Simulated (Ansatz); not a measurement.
Calculated with Ansatz (gas phase, PBE0-D4/def2-TZVP geometries, no zero-point term in ΔE). CCSD(T)/CBS adds triple-zeta CCSD(T) − MP2 to the extrapolated MP2 energy (def2 sets, frozen cores). DFT in def2-TZVPP. B3LYP here is the variant with VWN-RPA as its local correlation; programs differ in this. Elements past krypton have def2 core potentials. For Ge, Sn outer-core shells are correlated without core-valence functions, which leaves a few kJ/mol of doubt a bond. Scalar relativity is left out up to krypton. One conformer a species, not always the lowest.

`[CH3][SnH]1[NH][SiH2]1` + `[OH][GeH]([SiH3])[SH]` → `[OH][SnH]1[NH][SiH2]1` + `[CH3][GeH]([SiH3])[SH]`  (redistribution)

| level | ΔE (kJ/mol) | difference from CCSD(T)/CBS |
| --- | --- | --- |
| PBE-D4 | -1.8 | -1.7 |
| r2SCAN-D4 | -0.9 | -0.8 |
| PBE0-D4 | 1.0 | 1.1 |
| B3LYP-D4 | 0.7 | 0.8 |
| ωB97M-V | 1.8 | 1.9 |
| PBE | -1.2 | -1.1 |
| r2SCAN | -0.7 | -0.6 |
| B3LYP | 1.6 | 1.7 |
| HF/def2-TZVPP | 7.2 | 7.3 |
| MP2/def2-TZVPP | 3.6 | 3.7 |
| SCS-MP2/def2-TZVPP | 3.5 | 3.6 |
| CCSD/def2-TZVPP | 4.2 | 4.3 |
| CCSD(T)/def2-TZVPP | 3.6 | 3.7 |
| HF/def2-QZVPP | 6.7 | 6.8 |
| SCS-MP2/def2-QZVPP | 1.5 | 1.6 |
| CCSD/CBS(def2) | 0.5 | 0.6 |
| CCSD(T)/CBS | -0.1 | 0 |

Largest T1 diagnostic among the species: 0.015.

In def2-TZVPP, CCSD(T) changes the Hartree–Fock value by −3.6 kJ/mol (the triples alone add −0.6 kJ/mol) and MP2 by −3.6 kJ/mol.
